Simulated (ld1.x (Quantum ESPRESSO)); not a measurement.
# Varying the TM potential for thallium (Tl)

Base potential:

- Element: Tl (Z = 81)
- Generator: ld1.x (Quantum ESPRESSO) 7.5
- Type: norm-conserving Troullier–Martins (Kleinman–Bylander form)
- Functional: BLYP
- Relativity: fully relativistic
- Frozen core: [Xe] 4f14 5d10
- Valence charge: 3
- Reference configuration: 6s1.5 6p1.5
- Partial waves: 6s (bound): rc 2.15 bohr; 6p (bound): rc 2.90 bohr
- Local potential: the p channel
- Core correction: a·sin(br)/r model core, default radius (core density twice the valence density)

Open shells are filled in proportion to 2j + 1 (rel_dist='average').

Cutoffs, loose and tight: the cutoffs (Ry, on a coarse ladder) from which the occupation-weighted sum of valence levels, in a spherical-Bessel basis at the reference potential, stays within 10 and 1 mRy of its value at 400 Ry. They do not see the model core or the augmentation charge, which bear on the density cutoff. Test errors are all-electron minus pseudo excitation energies from the reference, over the configurations 6s2 6p1; 6s2 6p0; 6s1 6p0; 6s0 6p3; 6s2 6p0.5; 6s2 6p1.3; 6s1 6p1. A dash means not determined; rows that change the core or the reference have their own tests.

The default core radius of the base comes out at 2.13 bohr.

| change | outcome | cutoff, loose | cutoff, tight | bound ghosts | largest test error (meV) |
| --- | --- | --- | --- | --- | --- |
| base | generated, misses its reference levels by 0.82 eV | 18 Ry | 30 Ry | none | -190 |
| core correction a·sin(br)/r model core inside 2.16 bohr | generated, misses its reference levels by 0.82 eV | 18 Ry | 30 Ry | none | -187 |
| wave 6p (bound): rc 2.90 bohr becomes 6p (bound): rc 3.24 bohr | generated, misses its reference levels by 0.81 eV | 18 Ry | 30 Ry | none | -171 |
| wave 6s (bound): rc 2.15 bohr becomes 6s (bound): rc 2.16 bohr | generated, misses its reference levels by 0.82 eV | 18 Ry | 30 Ry | none | -191 |
| functional PBE | generated, misses its reference levels by 0.82 eV | 18 Ry | 30 Ry | none | -209 |
| scalar-relativistic | generated | 18 Ry | 30 Ry | none | -222 |
| local potential all-electron potential smoothed inside 2.70 bohr (lloc = -1) | generated | 18 Ry | 30 Ry | none | -227 |
| local potential all-electron potential smoothed inside 2.45 bohr (lloc = -1) | generated | 12 Ry | 30 Ry | none | -224 |
| wave 6p (bound): rc 2.90 bohr becomes 6p (bound): rc 3.34 bohr | generated, misses its reference levels by 0.81 eV | 18 Ry | 30 Ry | none | -166 |
| all radii but the core radius scaled by about 1.38 (s 2.98, p 4.00 bohr) | generated, misses its reference levels by 0.81 eV | 8 Ry | 18 Ry | none | -181 |

Question: What comes out with this change to the base: reference 6s2 6p1?

Answer: outcome: generated, misses its reference levels by 0.75 eV; cutoff, loose: 18 Ry; cutoff, tight: 30 Ry; bound ghosts: none; largest test error (meV): -294.

Question: What comes out with this change to the base: reference 6s1 6p0?

Answer: outcome: generated; cutoff, loose: 15 Ry; cutoff, tight: 30 Ry; bound ghosts: none; largest test error (meV): -281.

Question: What comes out with this change to the base: all radii but the core radius scaled by about 1.26 (s 2.70, p 3.64 bohr)?

Answer: outcome: generated, misses its reference levels by 0.81 eV; cutoff, loose: 8 Ry; cutoff, tight: 21 Ry; bound ghosts: none; largest test error (meV): -183.
